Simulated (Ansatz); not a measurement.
The cluster CaO₂. Charge 0, multiplicity 3. Geometry PBE0-D4/def2-TZVPD, that of the charge -1 doublet; atoms count from 1.

Cartesian coordinates in Å:
```
Ca -0.001 0.001 0.001
O -1.413 -1.263 0.583
O 1.414 1.262 -0.583
```

The structure comes from a short search, and lower isomers may exist.

Question: Estimate the Mulliken populations from the PBE0/def2-TZVPD orbitals of Ansatz.

Answer: 
```
atom  charge (e)  spin (α − β)
 Ca1        1.46         -0.01
  O2       -0.71          1.06
  O3       -0.75          0.94
```
Mulliken values and Mayer orders depend strongly on the basis. With diffuse functions, as here, like atoms can get unlike values, and bond orders can come out too low or too high.

Question: Where does the spin sit?

Answer: Summed by element: Ca -0.01, O 2.01, of 2 unpaired in all. Largest on single atoms: O2 1.06, O3 0.94, Ca1 -0.01.

Question: And the Mayer bond orders between bonded heavy atoms (over 0.3)?

Answer: Ca1–O2 0.43 (1.98 Å); Ca1–O3 0.46 (1.98 Å).
